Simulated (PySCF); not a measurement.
An unknown is described by computed data only.

Formula: C9H5F3.

| Quantity | Value |
| --- | --- |
| 13C NMR | chemical shifts (computed TMS as zero) by class: 157.5 (1 C), 155.8 (1 C), 155.3 (1 C), 153.6 (1 C), 130.5 (1 C), 84.8 (1 C), 81.7 (1 C), 57.3 (1 C), 48.8 (1 C) ppm [GIAO PBE0/pcSseg-1] |
| Rotational structure | rotational constants A, B, C: 1.960, 0.605, 0.542 GHz [GFN2-xTB] |
| Dipole | 2.35 D [PBE0/pcSseg-1] |
| 1H NMR | chemical shifts (computed TMS as zero) by class: 7.21 (1 H), 7.11 (1 H), 6.85 (1 H), 4.08 (1 H), 2.19 (1 H) ppm [GIAO PBE0/pcSseg-1] |
| NMR, other nuclei | isotropic shieldings of nuclei other than C and H, by class: 255 (3 F) ppm [GIAO PBE0/pcSseg-1] |

Electronic properties: PySCF, gas phase, density fitting. Levels stand in brackets. Isolated species at its GFN2-xTB geometry, gas phase. Each NMR value is the plain mean over a class of atoms that symmetry, rotation or inversion makes alike.

Problem. What is the compound? Reason from the data.

Solution. Numbering: `[CH:1]#[C:2][C@@:3]12[CH:4]=[CH:5][C@@H:6]1[C:7]([C:8]([F:9])([F:10])[F:11])=[CH:12]2`. Its formula, C9H5F3, gives 6 degrees of unsaturation: 2 rings and 4 π bonds in the structure found. 9 carbons fall into 9 classes; from least to most shielded: alkene CH carbon [C12] (157.5 ppm), fully substituted alkene carbon [C7] (155.8 ppm), alkene CH carbon [C5] (155.3 ppm), alkene CH carbon [C4] (153.6 ppm), CF3 carbon [C8] (130.5 ppm), terminal alkyne carbon [C1] (84.8 ppm), alkyne carbon [C2] (81.7 ppm), sp3 carbon at a ring junction [C6] (57.3 ppm), sp3 carbon at a ring junction [C3] (48.8 ppm). Hydrogen classes from least to most shielded: 1 H on an alkene CH carbon, C12 (7.21 ppm), 1 H on an alkene CH carbon, C5 (7.11 ppm), 1 H on an alkene CH carbon, C4 (6.85 ppm), 1 H on an sp3 carbon at a ring junction, C6 (4.08 ppm), 1 H on a terminal alkyne carbon, C1 (2.19 ppm). The other shieldings belong to: 255 ppm, fluorine of a CF3 group [F9/F10/F11]. The optimised geometry has point group C1 and is an asymmetric top. Structure: `C#C[C@@]12C=C[C@@H]1C(C(F)(F)F)=C2`. Computed isomers that give other values at the same levels: `C#Cc1ccccc1C(F)(F)F` (13C chemical shifts (computed TMS as zero) by class: 140.9 (1 C), 140.8 (1 C), 136.9 (1 C), 133.5 (1 C), 133.4 (1 C), 131.7 (1 C), 127.0 (1 C), 97.9 (1 C), 84.5 (1 C) ppm). The assignments are read from this structure; whether some other isomer fits the data as well wasn't checked. The mirror image fits equally.

Shape of the structure used: `[CH:1]#[C:2][C@@:3]12[CH:4]=[CH:5][C@@H:6]1[C:7]([C:8]([F:9])([F:10])[F:11])=[CH:12]2`: C6–C7–C8–F9 63°.
